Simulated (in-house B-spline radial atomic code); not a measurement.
Radial electron density of Ti+, [Ar] 3d2 4s1. Method: scalar-relativistic (X2C) B3LYP, spin-polarised, spherical fractional occupations, exact exchange averaged over the configuration, Fermi nucleus of rms radius 3.5921 fm. Calculated with a B-spline radial code for spherical atoms.

Columns: r (bohr), 4πr²n(r) (electrons per bohr), bar.

```
 0.00247   0.6012 #
 0.00302    0.861 #
 0.00369    1.226 ##
  0.0045    1.729 ###
  0.0055    2.431 ####
 0.00672    3.384 #####
  0.0082    4.651 #######
    0.01    6.301 ##########
  0.0122    8.403 #############
   0.015    11.09 ##################
  0.0183    14.13 ######################
  0.0223    17.43 ############################
  0.0272    20.77 #################################
  0.0333    23.72 ######################################
  0.0406    25.64 #########################################
  0.0496    26.13 ##########################################
  0.0606    25.01 ########################################
  0.0741    22.72 ####################################
  0.0904    20.41 ################################
    0.11    19.48 ###############################
   0.135    20.92 #################################
   0.165    24.26 #######################################
   0.201    27.37 ############################################
   0.246    27.66 ############################################
     0.3    23.73 ######################################
   0.367    16.86 ###########################
   0.448    10.69 #################
   0.547    8.017 #############
   0.668    8.749 ##############
   0.816    10.18 ################
   0.997    9.786 ################
    1.22    7.334 ############
    1.49    4.396 #######
    1.82    2.272 ####
    2.22    1.201 ##
    2.71   0.7354 #
    3.31   0.4625 #
    4.04   0.2433 
    4.94  0.09295 
    6.03  0.02414 
    7.37 0.003857 
       9 0.0003512 
      11 1.591e-05
```

On this grid the curve has 3 maxima, near 0.0496, 0.246, 0.816 bohr.

The 4s up radial function P(r) = rR(r), positive near the nucleus:

| r (bohr) | P |
| --- | --- |
| 0.000909 | 0.007104 |
| 0.00136 | 0.01031 |
| 0.00202 | 0.0148 |
| 0.00302 | 0.02122 |
| 0.0045 | 0.03005 |
| 0.00672 | 0.04196 |
| 0.01 | 0.05702 |
| 0.015 | 0.07491 |
| 0.0223 | 0.09183 |
| 0.0333 | 0.1011 |
| 0.0496 | 0.08962 |
| 0.0741 | 0.04156 |
| 0.11 | -0.04664 |
| 0.165 | -0.1471 |
| 0.246 | -0.1704 |
| 0.367 | -0.03343 |
| 0.547 | 0.2049 |
| 0.816 | 0.2879 |
| 1.22 | 0.0148 |
| 1.82 | -0.4255 |
| 2.71 | -0.6376 |
| 4.04 | -0.4536 |
| 6.03 | -0.1503 |
| 9 | -0.01848 |
